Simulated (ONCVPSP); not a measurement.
**Configuration tests for vanadium (V) (ONCV)**

ONCVPSP 4.0.1 input, shortened (lines: element, Z, core and valence counts, functional; n l f; lmax; l rc ep ncon nbas qcut; lloc lpopt rc5 dvloc0; l nproj debl; icmod fcfact rcfact), PBE, scalar-relativistic:

```
  V 23.00    4    3        4      upf
    1    0    2.00
    2    0    2.00
    2    1    6.00
    3    0    2.00
    3    1    6.00
    3    2    3.00
    4    0    2.00
    2
    0    2.05    0.00    3    7    3.30
    1    1.25    0.00    4    8   13.70
    2    1.15    0.00    4    9    9.90
    4    5    0.70    0.00
    0    2    2.10
    1    3    3.00
    2    3    3.20
    3    4.75    1.20
```

Energies are relative to the spin-unpolarised reference configuration 3p6 3d3 4s2; without spin polarisation the order of configurations can differ from experiment. Not all tests gave a result: 1 of 4 tests not solved or not reliable.

| valence configuration | charge | ΔE all-electron (eV) | error AE − PS (meV) |
| --- | --- | --- | --- |
| 3p6 3d3 4s1 | +1 | 7.735 | -5.2 |
| 3p6 3d3 4s0 | +2 | 22.031 | -13 |
| 3p6 3d4 4s0 | +1 | 7.197 | -114 |

Levels in the configuration 3p6 3d4 4s0:

```json
{"level": "3p", "all-electron (eV)": "-47.182", "pseudo (eV)": "-47.032"}
{"level": "3d", "all-electron (eV)": "-8.988", "pseudo (eV)": "-8.933"}
```

Note: ghosts flagged at negative energy: s at -57.0 eV, d at -24806.2 eV; GHOST(+) flagged for s at 151.5 eV. A true bound ghost makes a file unfit for plane-wave use.
